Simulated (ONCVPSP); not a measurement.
**What the settings do to the ONCV potential of hydrogen (H)**

Base potential:

```json
{
  "Element": "H (Z = 1)",
  "Generator": "ONCVPSP 4.0.1",
  "Type": "optimised norm-conserving Vanderbilt (ONCV)",
  "Functional": "PBE",
  "Relativity": "scalar-relativistic",
  "Frozen core": "none",
  "Valence charge": "1",
  "Reference configuration": "1s1",
  "Partial waves": "1s: rc 1.45 bohr, ncon 3, nbas 6, qcut 10.5 1/bohr, 2 projectors, debl 2.9 Ha; p scattering state at 0.1 Ha: rc 1.45 bohr, ncon 4, nbas 9, qcut 6 1/bohr, local",
  "Local potential": "the p channel",
  "Core correction": "none"
}
```

Cutoffs, loose and tight: the cutoffs (Ha) at which the residual kinetic energy of the hardest occupied pseudo-wave falls to 1 and 0.1 mHa per electron. They do not see the model core or the augmentation charge, which bear on the density cutoff. Test errors are all-electron minus pseudo excitation energies from the reference, over the configurations 1s0.5. A dash means not determined; rows that change the core or the reference have their own tests.

| change | outcome | cutoff, loose | cutoff, tight | bound ghosts | GHOST(+) flags above zero |
| --- | --- | --- | --- | --- | --- |
| base | generated | 16 Ha | 23 Ha | none | none |
| all radii scaled by about 0.87 (s 1.26, p 1.26 bohr) | generated | 19 Ha | 28 Ha | none | none |
| all radii scaled by about 1.13 (s 1.64, p 1.64 bohr) | generated | 13 Ha | 19 Ha | none | none |
| all radii scaled by about 1.17 (s 1.70, p 1.70 bohr) | generated | 13 Ha | 18 Ha | none | none |
| all radii scaled by about 1.30 (s 1.88, p 1.88 bohr) | generated | 11 Ha | 16 Ha | none | none |

Problem. What comes out with this change to the base: all radii scaled by about 0.81 (s 1.18, p 1.18 bohr)?

Solution. outcome: generated; cutoff, loose: 19 Ha; cutoff, tight: 29 Ha; bound ghosts: none; GHOST(+) flags above zero: none.

Reading the sweep of the scale of all radii (base = 1) (base included, trends over the rows without a ghost): The loose cutoff falls from 19 Ha at 0.81 to 11 Ha at 1.3. A larger radius leaves more room for a smooth pseudo-wave, so fewer plane waves are needed; a smaller one forces it to follow the all-electron wave where it bends sharply.
